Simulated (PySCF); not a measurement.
## Static response to an electric field

Species: C7H9NSi.
Geometry (PBE0-D3(BJ)/def2-SVP, Å), atoms numbered from 1 in this order:
```xyz
18
C7H9NSi angstrom
C      3.6819    0.1326   -1.1902
C      2.4538   -0.5915   -0.9283
C      1.4188   -1.1980   -0.7100
Si    -0.1350   -2.0808   -0.3712
N     -1.4038   -0.9264    0.0675
C     -2.6104   -0.7596   -0.5832
C     -3.3204    0.2347    0.0458
C     -2.5190    0.7022    1.1270
C     -1.3538   -0.0267    1.1116
H      3.8523    0.2400   -2.2727
H      4.5488   -0.3914   -0.7584
H      3.6409    1.1415   -0.7511
H     -0.6401   -2.7880   -1.5783
H      0.0759   -3.0377    0.7506
H     -2.8658   -1.3690   -1.4482
H     -4.3091    0.5902   -0.2387
H     -2.7702    1.4884    1.8367
H     -0.4813    0.0268    1.7609
```

Level: PBE0/def2-SVPD (PySCF), static field, nuclei fixed, core orbitals frozen in the response. The polarisability tensor in these axes (au):

```
x   146.15   1.35  -6.67
y     1.35 103.76   8.27
z    -6.67   8.27  94.32
```

**Question.** Diagonalise the tensor; give its mean and Δα, where Δα² is half the sum of the squared differences of the eigenvalues.

**Answer.** Principal values 88.79, 108.44 and 146.99 au; mean 114.74 au = 17.00 Å³ = 18.92 × 10⁻⁴⁰ C²·m²/J; Δα = 51.28 au (45 % of the mean).

**Question.** What is the dipole moment, and where does it point?

**Answer.** (2.72, 0.08, -0.73) D, 2.81 D in size, pointing from the negative to the positive side. Measured along this direction, the outermost atoms are H16 at the negative end and H11 at the positive end.

**Question.** In TDDFT the mean static polarisability is Σ f/ω² over all singlet excitations (ω in hartree). How much of it do the 10 lowest give? Their energies (eV) and oscillator strengths: 4.80, 0.0008; 5.22, 0.0033; 5.64, 0.0125; 5.74, 0.0003; 5.85, 0.0005; 5.98, 0.0164; 6.10, 0.0006; 6.12, 0.0472; 6.27, 0.0220; 6.31, 0.0225.

**Answer.** They add up to 2.54 au, 2.2 % of the 114.74 au; the largest single term is 0.93 au, from the state at 6.12 eV. Terms in order: 0.03, 0.09, 0.29, 0.01, 0.01, 0.34, 0.01, 0.93, 0.42, 0.42 au. Higher excitations give the rest. The strengths listed sum to 0.126.

**Question.** Orientational against electronic polarisability at 298 K (dilute gas, rigid molecules)?

**Answer.** In Gaussian units μ²/3kT = 64.16 Å³ against 17.00 Å³, a ratio of 3.77; the Debye molar polarisation (4π/3)N_A(α + μ²/3kT) is 204.7 cm³/mol, leaving out the vibrational part.

**Question.** What would n − 1 = 2πNα be for an ideal gas of these molecules at 400 K and 1 atm, electronic part alone?

**Answer.** N = p/kT = 1.8347 × 10¹⁹ cm⁻³, so n − 1 = 2π × N × 17.00 × 10⁻²⁴ cm³ = 1960 × 10⁻⁶ at long wavelengths, for an ideal gas.

**Question.** Directions of the eigenvectors, and the extent of the frame along each?

**Answer.** Largest value along (0.99, 0.01, -0.12), where the nuclei span 8.85 Å; middle along (0.05, 0.87, 0.49), 5.27 Å; least along (0.11, -0.49, 0.87), 3.79 Å. The response follows the extents in order.

**Question.** Find the Langevin capture rate constant for H3O+ (19.018 u) meeting this molecule (135.050 u), k = 2.342 × 10⁻⁹ cm³/s × √(α in Å³ / reduced mass in u).

**Answer.** The reduced mass is 16.67 u, so k = 2.37 × 10⁻⁹ cm³/s. The formula leaves out the permanent dipole, which adds to the capture rate.

The structure is a single PBE0-D3(BJ)/def2-SVP conformer in the gas phase; no vibrational or solvent corrections.
